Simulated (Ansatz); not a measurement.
`C[O][Ga]([CH3])[Cl]` and `[CH3][Ga]([Cl])[Cl]` differ in one atom or group.

Ansatz, PBE0-D4/def2-TZVP geometries, multiplicity 1. Each molecule was computed in one conformer, which needn't be the lowest.

Scalar relativity is left out up to krypton.

```json
{"property": "size of the dipole moment (PBE/def2-TZVPP) / D", "`C[O][Ga]([CH3])[Cl]`": "3.29"}
{"property": "LUMO energy (ωB97M-V/def2-TZVPP) / eV", "`C[O][Ga]([CH3])[Cl]`": "1.09"}
{"property": "HOMO energy (B3LYP/def2-TZVPP) / eV", "`C[O][Ga]([CH3])[Cl]`": "-7.74"}
{"property": "HOMO energy (PBE0/def2-TZVPP) / eV", "`C[O][Ga]([CH3])[Cl]`": "-7.98"}
{"property": "HOMO–LUMO gap (PBE0/def2-TZVPP) / eV", "`C[O][Ga]([CH3])[Cl]`": "7.39"}
{"property": "size of the dipole moment (ωB97M-V/def2-TZVPP) / D", "`C[O][Ga]([CH3])[Cl]`": "3.39"}
```

What does the change do to each property? (An estimate is asked.)

Ansatz gave: 
| property | `[CH3][Ga]([Cl])[Cl]` | shift |
| --- | --- | --- |
| size of the dipole moment (PBE/def2-TZVPP) / D | 2.71 | -0.58 |
| LUMO energy (ωB97M-V/def2-TZVPP) / eV | 0.55 | -0.54 |
| HOMO energy (B3LYP/def2-TZVPP) / eV | -8.52 | -0.78 |
| HOMO energy (PBE0/def2-TZVPP) / eV | -8.79 | -0.81 |
| HOMO–LUMO gap (PBE0/def2-TZVPP) / eV | 7.60 | 0.21 |
| size of the dipole moment (ωB97M-V/def2-TZVPP) / D | 2.75 | -0.64 |

With PBE0 the HOMO falls by 0.81 eV and the LUMO falls by 0.60 eV, so the gap widens by about 0.21 eV. PBE moves the HOMO by -0.98 eV and ωB97M-V by -0.59 eV. Dipoles are sizes alone; their direction can turn.

B3LYP here is the variant with VWN-RPA as its local correlation; programs differ in this.
